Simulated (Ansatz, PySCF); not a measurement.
C₂H₄O₃, SMILES COC(=O)O. Atoms are numbered in the order given.

```xyz
9

C     -1.8148    -0.2051    -0.0300
O     -0.4999    -0.7253    -0.2149
C      0.4936     0.1273     0.0304
O      0.3734     1.2728     0.3863
O      1.6598    -0.4969    -0.1837
H     -2.5015    -1.0249    -0.2731
H     -1.9937     0.6526    -0.6958
H     -1.9638     0.1215     1.0103
H      2.3536     0.1535     0.0045
```

Geometry: B3LYP-D3(BJ)/def2-SVP. Other conformers were not sampled.

Two levels are set side by side: PBE-D3(BJ)/def2-SVP (Ansatz, a quantum-chemistry and plane-wave program) and B3LYP-D3(BJ)/def2-SVP (Ansatz). Each level has its own optimised geometry; the coordinates shown are those of the second. Frequencies come from the Hessian of PySCF at each geometry. Differences are taken from unrounded values.

```json
[
 {"quantity": "mean bond length (Å)", "B3LYP-D3(BJ)": "1.196"},
 {"quantity": "bond C1–O2 (Å)", "B3LYP-D3(BJ)": "1.426"},
 {"quantity": "bond O2–C3 (Å)", "B3LYP-D3(BJ)": "1.332"},
 {"quantity": "bond C3–O4 (Å)", "B3LYP-D3(BJ)": "1.206"},
 {"quantity": "bond C3–O5 (Å)", "B3LYP-D3(BJ)": "1.340"},
 {"quantity": "bond C1–H6 (Å)", "B3LYP-D3(BJ)": "1.097"},
 {"quantity": "bond C1–H7 (Å)", "B3LYP-D3(BJ)": "1.100"},
 {"quantity": "bond C1–H8 (Å)", "B3LYP-D3(BJ)": "1.100"},
 {"quantity": "bond O5–H9 (Å)", "B3LYP-D3(BJ)": "0.969"},
 {"quantity": "highest harmonic wavenumber (cm⁻¹)", "B3LYP-D3(BJ)": "3806"},
 {"quantity": "mean harmonic wavenumber (cm⁻¹)", "B3LYP-D3(BJ)": "1414"},
 {"quantity": "zero-point energy (kcal/mol)", "B3LYP-D3(BJ)": "42.45"}
]
```

**Question.** What does PBE-D3(BJ) give, and how far is it from B3LYP-D3(BJ)? (An estimate is asked for; the answer gives what the named calculation found.)

**Answer.** 
```csv
quantity,PBE-D3(BJ),PBE-D3(BJ) minus B3LYP-D3(BJ)
mean bond length (Å),1.205,0.009
bond C1–O2 (Å),1.431,0.004
bond O2–C3 (Å),1.344,0.012
bond C3–O4 (Å),1.216,0.010
bond C3–O5 (Å),1.350,0.010
bond C1–H6 (Å),1.105,0.008
bond C1–H7 (Å),1.109,0.009
bond C1–H8 (Å),1.109,0.008
bond O5–H9 (Å),0.978,0.009
highest harmonic wavenumber (cm⁻¹),3696,-110
mean harmonic wavenumber (cm⁻¹),1372,-42
zero-point energy (kcal/mol),41.18,-1.27
```

GGA bonds tend to be longer and softer than those of functionals with exact exchange. Differences between two approximate levels are no errors against the true value.
